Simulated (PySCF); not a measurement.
Simulated C 1s region for `C=[CH][Mg][CH3]` (MgMe(vinyl)), binding energy against the vacuum level.

Every computed line was given a Gaussian of 0.4 eV full width at half maximum and an area set by the number of equivalent atoms; the highest printed point is 100. Computed with delta-SCF UKS SCAN, pcX-2 on the ionised atom, pcseg-1 elsewhere, spin-free X2C in PySCF.

binding energy (eV), intensity and a bar:
```
    288.4          0 
    288.5          2 
    288.6          8 ##
    288.7         25 ########
    288.8         56 #################
    288.9         89 ###########################
    289.0        100 ##############################
    289.1         79 ########################
    289.2         45 #############
    289.3         18 #####
    289.4          5 ##
    289.5          3 #
    289.6          7 ##
    289.7         18 #####
    289.8         35 ##########
    289.9         49 ###############
    290.0         48 ##############
    290.1         33 ##########
    290.2         16 #####
    290.3          6 ##
    290.4          1 
    290.5          0
```

Count the maxima, the lines and the sites behind this envelope.

The curve has 2 maxima (at 289.0 and 289.9 eV). Under it lie 3 lines from 3 inequivalent carbon sites. At this width some lines have no maximum of their own.

Decompose the envelope and assign each component. Bonds: Mg1–C2, Mg1–C6, C6–C7. Hydrogens: H3, H4, H5 on C2; H8 on C6; H9, H10 on C7.

```tsv
position (eV)	relative area	line	atoms	environment
288.97	1	C 1s	C2	carbon bonded to Mg and 3 H
289.00	1	C 1s	C6	carbon bonded to C, Mg and H
289.94	1	C 1s	C7	carbon bonded to C and 2 H
```

The listed C 1s values span 0.97 eV, from C2 (bonded to 3 H and Mg) to C7 (bonded to C and 2 H). The widest gap between neighbouring values is 0.94 eV, between 289.00 and 289.94 eV. The values 288.97 and 289.00 eV lie too close for their order to be trusted.

The curve has no shake-up lines and no vibrational structure. The structure is a single PBE0-D3(BJ)/def2-SVP conformer in the gas phase; no vibrational or solvent corrections.
